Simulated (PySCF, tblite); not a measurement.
Isomers of C7H8SSi, one GFN2-xTB conformer each. Single-point energies are computed at PBE0/pcSseg-1 (PySCF, gas phase, no added dispersion term), electronic only.

```csv
SMILES,GFN2-xTB relative energy (kJ/mol)
C#CC#C[C@H]1C[SiH2]CS1,0.0
C#CC1(C#C)C[SiH2]CS1,38.2
```

Conformers: `[CH:1]#[C:2][C:3]#[C:4][C@H:5]1[CH2:6][SiH2:7][CH2:8][S:9]1` with C4–C5–C6–Si7 74°, C5–C6–Si7–C8 21°, C6–Si7–C8–S9 11°, Si7–C8–S9–C5 -33°; `[CH:1]#[C:2][C:3]1([C:4]#[CH:5])[CH2:6][SiH2:7][CH2:8][S:9]1` with C2–C3–C6–Si7 -163°, C3–C6–Si7–C8 20°, C6–Si7–C8–S9 12°, Si7–C8–S9–C3 -33°.

Problem. What does PBE0/pcSseg-1 give for the same structures?

Solution. 
```tsv
SMILES	PBE0/pcSseg-1 E (Eh)	PBE0/pcSseg-1 (kJ/mol)	GFN2-xTB (kJ/mol)	point group
C#CC#C[C@H]1C[SiH2]CS1	-958.46078	0.0	0.0	C1
C#CC1(C#C)C[SiH2]CS1	-958.43845	58.6	38.2	C1
```

Both levels put the same isomer lowest. 

Problem. Which frontier levels, dipoles and rotational constants go with these structures?

Solution. 
```tsv
SMILES	HOMO (eV, PBE0/pcSseg-1)	LUMO (eV)	dipole (D)	A, B, C (MHz)
C#CC#C[C@H]1C[SiH2]CS1	-6.53	-0.88	1.64	1947, 686.7, 631.4
C#CC1(C#C)C[SiH2]CS1	-6.56	-0.36	1.73	1694, 986.9, 929.1
```

Problem. What happens when harmonic zero-point energies from GFN2-xTB frequencies are added?

Solution. 
```tsv
SMILES	ZPE (kJ/mol)	electronic (kJ/mol)	with ZPE (kJ/mol)
C#CC#C[C@H]1C[SiH2]CS1	306.6	0.0	0.0
C#CC1(C#C)C[SiH2]CS1	303.5	58.6	55.5
```

The zero-point energies span 3.1 kJ/mol. The order is unchanged.
